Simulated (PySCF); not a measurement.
**Cl⁺ (chlorine, charge +1) across methods**

[Ne] 3s2 3p4, high-spin 3P determinant. Computed with PySCF 2.14 in aug-cc-pwCVQZ (10s9p7d5f3g, 134 functions), with the non-relativistic Hamiltonian (point nucleus).

```json
{"method": "TPSS", "E (hartree)": "-459.7068", "mean ε 3s β (eV)": "-30.557", "mean ε 3p α (eV)": "-20.501", "mean ε 3p β (eV)": "-18.614", "Σ⟨r²⟩ (bohr²)": "20.49", "⟨S²⟩": "2.005"}
{"method": "M06-2X", "E (hartree)": "-459.6701", "mean ε 3s β (eV)": "-33.770", "mean ε 3p α (eV)": "-23.411", "mean ε 3p β (eV)": "-21.336", "Σ⟨r²⟩ (bohr²)": "20.58", "⟨S²⟩": "2.004"}
{"method": "r2SCAN", "E (hartree)": "-459.6531", "mean ε 3s β (eV)": "-30.536", "mean ε 3p α (eV)": "-20.893", "mean ε 3p β (eV)": "-18.719", "Σ⟨r²⟩ (bohr²)": "20.49", "⟨S²⟩": "2.007"}
{"method": "BHandHLYP", "E (hartree)": "-459.6965", "mean ε 3s β (eV)": "-34.139", "mean ε 3p α (eV)": "-23.515", "mean ε 3p β (eV)": "-21.411", "Σ⟨r²⟩ (bohr²)": "20.57", "⟨S²⟩": "2.005"}
{"method": "LDA", "E (hartree)": "-458.1845", "mean ε 3s β (eV)": "-30.580", "mean ε 3p α (eV)": "-20.322", "mean ε 3p β (eV)": "-18.349", "Σ⟨r²⟩ (bohr²)": "20.62", "⟨S²⟩": "2.002"}
{"method": "PBE0", "E (hartree)": "-459.5353", "mean ε 3s β (eV)": "-32.266", "mean ε 3p α (eV)": "-22.042", "mean ε 3p β (eV)": "-19.954", "Σ⟨r²⟩ (bohr²)": "20.51", "⟨S²⟩": "2.005"}
{"method": "PBE", "E (hartree)": "-459.4972", "mean ε 3s β (eV)": "-30.365", "mean ε 3p α (eV)": "-20.312", "mean ε 3p β (eV)": "-18.373", "Σ⟨r²⟩ (bohr²)": "20.57", "⟨S²⟩": "2.004"}
{"method": "UHF", "E (hartree)": "-459.05703", "mean ε 3s β (eV)": "-36.605", "mean ε 3p α (eV)": "-26.357", "mean ε 3p β (eV)": "-23.661", "Σ⟨r²⟩ (bohr²)": "20.64", "⟨S²⟩": "2.012"}
```
